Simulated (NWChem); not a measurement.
System: AlNH4; SMILES [NH2][AlH2]

Program: NWChem. Structure relaxed at the B3LYP/6-31G* (spherical d) level. B3LYP is NWChem's, with the RPA form of VWN correlation.

For level B3LYP/def2-TZVP:

| Quantity | Result |
|---|---|
| highest occupied level (eV) | -7.27 |
| orbital gap (eV) | 6.40 |
| dipole (D) | 1.23 |

### Question
How do the values read with level BP86/def2-TZVP instead?

### Answer
The highest occupied level (eV) is -6.29, the orbital gap (eV) is 4.83 and the dipole (D) comes out as 1.34.
